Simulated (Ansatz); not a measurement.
Basis-set extrapolation for BCl2H3OSi (`[SiH3]OB(Cl)Cl`) (PBE0-D4/def2-TZVP geometry, frozen core, Ansatz 0.2.0). Multiplicity 1, RHF reference.

|  | def2-TZVPP | def2-QZVPP |
| --- | --- | --- |
| HF | -1309.491127 | -1309.530615 |
| MP2 correlation | -0.827740 | -0.901404 |
| CCSD(T) correlation | -0.915059 | not run |

Energies in hartree. Use E(X) = E(∞) + A·exp(−7.88·√X) for Hartree–Fock and E(X) = E(∞) + B·X^(−2.97) for correlation, with X = 3 and 4, and add CCSD(T) minus MP2 of the smaller set to the MP2 limit.

Task: What is the CCSD(T) energy at the basis-set limit?

Result: HF limit: -1309.530615 + (-0.039488) × 0.13774 = -1309.53605. MP2 limit: -0.901404 + (-0.073664) × 0.74074 = -0.95597. Higher-order term: -0.915059 − (-0.827740) = -0.08732. Total: -1310.57934 hartree, 454.6 kJ/mol below CCSD(T)/def2-TZVPP.
